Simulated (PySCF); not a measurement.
# Ga⁺: ionisation energy

Ga⁺ [Ar] 3d10 4s2 (1S) → Ga²⁺ [Ar] 3d10 4s1 (2S), as a difference of total energies. Calculation: PySCF 2.14, in x2c-TZVPPall with one added diffuse shell each of s, p, d type (7s6p5d1f, 57 functions); scalar relativity by spin-free X2C-1e. Correlated levels: valence and next inner shell: [Ne] frozen. The calculations carry no spin-orbit coupling.

| method | ionisation energy (eV) | error (eV) |
| --- | --- | --- |
| UHF | 18.743 | -1.772 |
| MP2 (valence and next inner shell) | 19.958 | -0.557 |
| SCS-MP2 (valence and next inner shell) | 20.012 | -0.503 |
| CCSD (valence and next inner shell) | 20.102 | -0.413 |
| CCSD(T) (valence and next inner shell) | 20.178 | -0.337 |

Reference: 20.515 eV (measured; NIST Atomic Spectra Database, ionization energies).

Errors of the correlated levels include the incompleteness of this basis and the frozen core.
